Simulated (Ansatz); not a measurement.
CH5BSi, SMILES `C=B[SiH3]` (charge 0, multiplicity 1).

Cartesian coordinates (Å):
```xyz
8

C      1.8803    -0.1608    -0.1234
B      0.5122    -0.0385     0.0037
Si    -1.4524     0.1290     0.1169
H      2.5598    -0.1030     0.7214
H      2.3666    -0.3235    -1.0806
H     -1.9536    -0.0171    -1.2726
H     -2.0491    -0.9320     0.9609
H     -1.8653     1.4500     0.6445
```
Charge 0, spin multiplicity 1.

Frozen-core energies in 6-31g from Ansatz (a first-principles code) at a geometry from B3LYP-D3(BJ)/def2-TZVP; the HF reference has <S^2> = 0.00 and the T1 diagnostic is 0.013.

```json
[
 {"level": "HF", "energy (Ha)": "-354.23690"},
 {"level": "MP2", "energy (Ha)": "-354.42853"},
 {"level": "CCSD", "energy (Ha)": "-354.46891"}
]
```

Question: Estimate the energies of CCSD(T), CCSDT, CCSDT(Q) and CCSDTQ, and give each level's difference from CCSDTQ.

Answer: 
```csv
level,energy (Ha),difference from CCSDTQ (mHa)
MP2,-354.42853,47.82
CCSD,-354.46891,7.44
CCSD(T),-354.47515,1.20
CCSDT,-354.47603,0.32
CCSDT(Q),-354.47637,-0.02
CCSDTQ,-354.47635,0.00
```
